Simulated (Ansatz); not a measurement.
Program: Ansatz 0.2.0.

A structure relaxed at PBE0-D4/def2-TZVP, charge 0, multiplicity 1:

Cartesian coordinates in Å:
```
N 0.6606 1.9294 -0.0070
C 0.2422 0.7662 0.2774
O 0.0429 0.4518 1.5790
B -0.0874 -0.4044 -0.7323
N -0.5339 -1.6110 -0.2347
H 0.7651 2.0279 -1.0128
H 0.2765 1.2391 2.0919
H 0.0519 -0.2359 -1.9080
H -0.7645 -2.4035 -0.8084
H -0.6535 -1.7596 0.7550
```

Give its formula and SMILES.

CH5BN2O, `N=C(O)BN`.

Point group (tolerance 0.08 Å, 0.16 Å for H)?

Cs.

Summarise the bond lengths by kind.

1 × C–N 1.268 Å; 3 × H–N 1.005 to 1.016 Å; 1 × C–O 1.354 Å; 1 × B–C 1.581 Å; 1 × H–O 0.968 Å; 1 × B–N 1.379 Å; 1 × B–H 1.196 Å.
